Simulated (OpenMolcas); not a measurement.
## Ir2+: moving or changing the point charges

Ir2+ among 6 point charges of -1.7 e arranged as an octahedron (Oh), 1.77 Å from the ion.

```json
{
 "Program": "OpenMolcas",
 "Method": "CASSCF",
 "Basis": "ANO-RCC-VDZP [7s6p4d2f]",
 "Scalar Hamiltonian": "DKH2, point nucleus",
 "Active space": "7 electrons in 5 orbitals (5d)",
 "State averaging": "2S+1 = 4 even, 10 roots; 2S+1 = 2 even, 40 roots",
 "Spin-orbit coupling": "state interaction with AMFI integrals over the reference wave functions"
}
```

Runs around this geometry, states (labels of O, the rotations of Oh). Energies in cm-1 above the lowest state or level, χT in cm3 K/mol; under a threefold ground state the first gap can be a small split of the lowest multiplet, not the spin-orbit step; 10Dq and B are least-squares fits to the states below 45000 cm-1, weighted by degeneracy, with a free offset, and given where the rms deviation is under 5 % of |10Dq| (or 100 cm-1) and under 700 cm-1.

| R (Å) | q (e) | Ground state | First state of that spin | 10Dq | B (rms of fit) | First gap with spin-orbit (degeneracies) | χT at 300 K | First state of another spin |
| --- | --- | --- | --- | --- | --- | --- | --- | --- |
| 1.77 | -1.36 | 2E | 2T1 13959 | 17348 | 790 (515) | 1083 (4, 2) | 1.363 | 4T1 207.4 |
| 1.77 | -1.7 | 2E | 2T1 17436 | 21282 | 838 (617) | 3561 (4, 2) | 0.918 | 4T1 3885 |
| 1.9 | -1.7 | 4T1 | 4T2 15639 | 16235 | 787 (501) | 484.7 (4, 2) | 1.756 | 2E 1069 |

Taking |10Dq| as R^-n, n = -ln(16235 / 21282) / ln(1.9 / 1.77) = 3.8 between the shortest and longest distance. The point-charge formula for a cubic d site gives n = 5.

Scaling the charges by -1.36 / -1.7 = 0.80 scales |10Dq| by 17348 / 21282 = 0.82; with fixed orbitals a first-order splitting would follow the charge.

The ground state changes within this set.

Without dynamic correlation the repulsion within the d shell is too large (B by tens of per cent), so at a given field states of lower spin stand too high. Spin-orbit coupling mixes the spin-free states strongly: the lowest level takes only 49 % from its leading state, 2E (figures for R = 1.77, q = -1.36; the like holds for R = 1.77, q = -1.7, R = 1.9, q = -1.7). An orbital doublet at a regular site is open to a Jahn-Teller distortion, which this geometry leaves out (holds for R = 1.77, q = -1.36; R = 1.77, q = -1.7). This shell can be high or low spin here, a state of another spin lies low, and with metal d orbitals alone active their balance is uncertain, so the ground spin may be wrong, although the usual error favours high spin (holds for R = 1.77, q = -1.36; R = 1.77, q = -1.7). This shell can be high or low spin here, a state of another spin lies low, and with metal d orbitals alone active their balance is uncertain, so the ground spin may be wrong (holds for R = 1.9, q = -1.7). Point charges give a weaker field than real ligands, and real ions of this kind are as a rule low spin; the high spin found here belongs to the model (holds for R = 1.9, q = -1.7). Point charges carry no covalency, so the field is a model and not that of real ligands. No measured value stands beside these numbers.
